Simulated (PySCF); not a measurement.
ClF3H2Si2. Atoms are numbered in the order given.

```xyz
8

Si    -0.0538    -1.0689     0.0000
F      1.0287    -2.2627     0.0000
F     -0.9854    -1.2658    -1.2972
F     -0.9854    -1.2658     1.2972
Si     0.9999     1.0100     0.0000
Cl    -0.4964     2.4510     0.0000
H      1.8368     1.1531     1.2192
H      1.8368     1.1531    -1.2192
```

Geometry optimised at B3LYP-D3(BJ)/def2-SVP. This is a generated structure with no PubChem entry under its InChIKey; it may be hypothetical. The values are those of a single conformer.

Computed with r2SCAN/def2-TZVP (PySCF).

Atomic charges (e):

```
atom    IAO  Löwdin  Mulliken
----  -----  ------  --------
Si1    1.58   -0.15      0.89
F2    -0.52    0.02     -0.30
F3    -0.52    0.03     -0.30
F4    -0.52    0.03     -0.30
Si5    0.47   -0.10      0.24
Cl6   -0.30    0.22     -0.24
H7    -0.10   -0.02      0.00
H8    -0.10   -0.02      0.00
```

Computed Mayer and Wiberg (Löwdin basis) orders of the bonds:
```tsv
bond	Mayer	Wiberg
Si1–F2	1.12	1.72
Si1–F3	1.13	1.73
Si1–F4	1.13	1.73
Si1–Si5	0.91	1.05
Si5–Cl6	1.14	1.84
Si5–H7	0.92	0.94
Si5–H8	0.92	0.94
```
